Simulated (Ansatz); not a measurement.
Basis-set extrapolation for CH5BClFSi, SMILES `BC[SiH](F)Cl` (PBE0-D4/def2-TZVP geometry, frozen core, Ansatz 0.2.0). Multiplicity 1, RHF reference.

|  | def2-TZVPP | def2-QZVPP |
| --- | --- | --- |
| HF | -913.551410 | -913.581435 |
| MP2 correlation | -0.830460 | -0.901691 |
| CCSD(T) correlation | -0.912218 | not run |

Energies in hartree. Use E(X) = E(∞) + A·exp(−7.88·√X) for Hartree–Fock and E(X) = E(∞) + B·X^(−2.97) for correlation, with X = 3 and 4, and add CCSD(T) minus MP2 of the smaller set to the MP2 limit.

Q: What is the CCSD(T) energy at the basis-set limit?

A: HF limit: -913.581435 + (-0.030025) × 0.13774 = -913.58557. MP2 limit: -0.901691 + (-0.071231) × 0.74074 = -0.95445. Higher-order term: -0.912218 − (-0.830460) = -0.08176. Total: -914.62178 hartree, 99.2 kcal/mol below CCSD(T)/def2-TZVPP.
